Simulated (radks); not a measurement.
Task: Tm2+, configuration [Kr] 4d10 4f13 5s2 5p4 6s2 (not the ground configuration). Calculated with a radial shooting solver on a logarithmic mesh with Libxc functionals: scalar-relativistic Kohn-Sham, SOGGA, spin-polarised, spherical densities, finite nucleus; open shells are filled with parallel spins first (spin-orbit coupling, left out, can overturn this in heavy ions); Fermi nuclear charge, rms radius 5.2256 fm. Some entries of the table are withheld. Estimate them.

orbital,occ.,eigenvalue (eV),r(max) (bohr)
1s up,1,-59278.74,0.01262
1s down,1,-59278.57,0.01262
2s up,1,-10023.40,0.07192
2s down,1,-10023.30,0.07192
2p up,3,-8855.748,0.05855
2p down,3,-8855.602,0.05855
3s up,1,-2271.988,0.2033
3s down,1,-2271.467,0.2033
3p up,3,-1918.270,0.2002
3p down,3,-1917.733,0.2002
3d up,5,-1480.905,0.1632
3d down,5,-1480.467,0.1632
4s up,1,-468.1876,0.4645
4s down,1,-467.1259,0.4645
4p up,3,-352.0133,0.4859
4p down,3,-350.9482,0.4859
4d up,5,-197.6428,0.5015
4d down,5,-196.5190,0.5015
5s up,1,-79.6835,1.086
5s down,1,-77.3688,1.084
5p up,3,-52.0572,1.233
5p down,1,-49.7864,1.233
4f up,7,(1),0.4969
4f down,6,(2),0.4963
5d up,0,-20.3881,1.661
6s up,1,-19.0772,2.720
5d down,0,-18.9237,1.705
6s down,1,-18.7007,2.768
6p up,0,-13.3693,(3)
6p down,0,-13.1790,(4)

Result: 
(1) 4f up eigenvalue (eV): -29.2300
(2) 4f down eigenvalue (eV): -27.7682
(3) 6p up r(max) (bohr): 3.281
(4) 6p down r(max) (bohr): 3.326
